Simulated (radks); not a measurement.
Q: The mean radii <r> (bohr) of the occupied orbitals of an atom or ion are listed with their occupations. Calculated with a radial shooting solver on a logarithmic mesh with Libxc functionals: Dirac Kohn-Sham, relativistic LDA (MacDonald-Vosko exchange, VWN5 correlation), spin-unpolarised, spherical densities, finite nucleus; Fermi nuclear charge, rms radius of each element as measured or else 0.836 A^(1/3) + 0.57 fm.

orbital  occ.      <r>
1s1/2       2  0.05600
2s1/2       2   0.2326

Name the element and its charge. Open shells, if any, fill j = l - 1/2 first.

A: Z = 27, cobalt, charge +23: Co23+ in [He] 2s2. The 1s radius gives Z: for a bare nucleus <r> = (2 gamma + 1)/(2Z) with gamma = sqrt(1 - (Z/c)^2), 0.05483 bohr for Z = 27, and screening makes it slightly larger (0.05600 here). The occupations add up to 4, and the charge is Z minus that.
